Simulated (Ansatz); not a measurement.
Gas-phase electronic energies from Ansatz, PBE0-D4/def2-TZVP geometries. CCSD(T)/CBS adds triple-zeta CCSD(T) − MP2 to the extrapolated MP2 energy (def2 sets, frozen cores). This one scheme is used for every species. Functionals use def2-TZVPP. For Ga outer-core shells are correlated without core-valence functions, which leaves a few kJ/mol of doubt a bond. Scalar relativity is left out up to krypton. Each species was taken in one conformer, which may not be the lowest.

Consider the substitution at a C–C bond: `FBC[CH2][GaH2]` + CH₃OH → `CO[CH2][GaH2]` + `CBF`.

(1) Is it downhill or uphill in electronic energy at CCSD(T)/CBS, and by how much? (An estimate is asked.)

(2) What do these levels give: PBE-D4, r2SCANh-D4, PBE-QIDH, r2SCAN, MP2/def2-SVP, HF/def2-TZVPP, MP2/def2-TZVPP, CCSD/def2-TZVPP, HF/def2-QZVPP, MP2/def2-QZVPP, MP2/CBS(def2), CCSD/CBS(def2)? (An estimate is asked.)

(3) What do rigid-rotor, harmonic-oscillator terms from PBE0-D4/def2-TZVP frequencies (298.15 K, 1 bar) make of the CCSD(T)/CBS value? (Estimate.)

Largest T1 diagnostic among the species: 0.013.

## Answers

(1) The calculation gave: Uphill: ΔE = +40.4 kJ/mol.

(2) Ansatz gave: PBE-D4 36.6, r2SCANh-D4 36.5, PBE-QIDH 40.1, r2SCAN 34.8, MP2/def2-SVP 30.0, HF/def2-TZVPP 18.2, MP2/def2-TZVPP 41.5, CCSD/def2-TZVPP 35.9, HF/def2-QZVPP 18.1, MP2/def2-QZVPP 43.1, MP2/CBS(def2) 44.4, CCSD/CBS(def2) 38.7 kJ/mol.

(3) Ansatz gave: ΔZPE = -3.4 kJ/mol, ΔH = +38.2 kJ/mol, ΔS = 28 J/(mol·K), ΔG = +30.0 kJ/mol. Modes under 50 cm⁻¹ make the entropy rough.

From BLYP to BHLYP (50 % exact exchange), in def2-TZVPP and without D4, ΔE moves by +5.2 kJ/mol. In def2-TZVPP, CCSD(T) changes the Hartree–Fock value by +19.3 kJ/mol (the triples alone add +1.7 kJ/mol) and MP2 by +23.3 kJ/mol. At CCSD(T), def2-SVP lies −15.2 kJ/mol from the extrapolated value and def2-TZVPP −2.9 kJ/mol.
